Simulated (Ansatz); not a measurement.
Reaction (silylene formation by 1,1-elimination): `CC[SiH2][TeH]` → `CC[SiH]` + H₂Te

Program: Ansatz. Geometries: PBE0-D4/def2-TZVP. ΔE: electronic, gas phase. CCSD(T)/CBS adds triple-zeta CCSD(T) − MP2 to the extrapolated MP2 energy (def2 sets, frozen cores). Functionals use def2-TZVPP. B3LYP here is the variant with VWN-RPA as its local correlation; programs differ in this. Elements past krypton have def2 core potentials. For Te outer-core shells are correlated without core-valence functions, which leaves a few kJ/mol of doubt a bond. One conformer a species, not always the lowest.

Task: Is it downhill or uphill in electronic energy at CCSD(T)/CBS, and by how much? (An estimate is asked.)

Result: Computed: Uphill: ΔE = +72.7 kcal/mol.

Task: What do these levels give: r2SCAN-D4, PBE0-D4, B3LYP-D4, ωB97M-V, B3LYP, SCS-MP2/def2-TZVPP, CCSD/def2-TZVPP, HF/def2-QZVPP, MP2/def2-QZVPP, HF/CBS(def2), MP2/CBS(def2), CCSD/CBS(def2)? (An estimate is asked.)

Result: Computed: r2SCAN-D4 75.8, PBE0-D4 74.9, B3LYP-D4 70.1, ωB97M-V 70.1, B3LYP 66.1, SCS-MP2/def2-TZVPP 72.2, CCSD/def2-TZVPP 68.7, HF/def2-QZVPP 67.0, MP2/def2-QZVPP 77.7, HF/CBS(def2) 67.0, MP2/CBS(def2) 79.0, CCSD/CBS(def2) 71.7 kcal/mol.

Largest T1 diagnostic among the species: 0.012.

From PBE to PBE0 (25 % exact exchange), in def2-TZVPP and without D4, ΔE moves by +3.0 kcal/mol. In def2-TZVPP, CCSD(T) changes the Hartree–Fock value by +2.7 kcal/mol (the triples alone add +1.0 kcal/mol) and MP2 by +9.0 kcal/mol. The D4 term adds +4.0 kcal/mol with B3LYP and +2.3 kcal/mol with PBE0; it sums over pairs of atoms, weighted by their polarisabilities, and B3LYP, whose exchange is more repulsive, gets the larger term.
